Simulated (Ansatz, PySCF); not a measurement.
Species: CH₄B, net charge 0, doublet state. It need not be the lowest isomer of its formula. 
Structure (B3LYP-D3(BJ)/def2-TZVP (Ansatz, a program for electronic structure) minimum search):
```
C
H 1 1.0906
H 1 1.0970 2 109.31
H 1 1.1021 2 107.26 3 113.98
B 1 1.5376 2 115.97 4 117.62
H 5 1.1921 1 128.20 2 169.02
```
Charge 0, spin multiplicity 2.

Dipole moments at this geometry, in debye (magnitudes).

| level | program | dipole (D) |
|---|---|---|
| BP86/def2-TZVPD | PySCF | 1.28 |
| M06-L/def2-TZVPD | PySCF | 1.10 |
| BHLYP/def2-TZVPD | Ansatz | 1.11 |
| HSE06/def2-TZVPD | Ansatz | 1.21 |
| wB97M-V/def2-TZVPD | Ansatz | 1.22 |
| CCSD(T)/aug-cc-pVDZ | Ansatz | 1.12 |
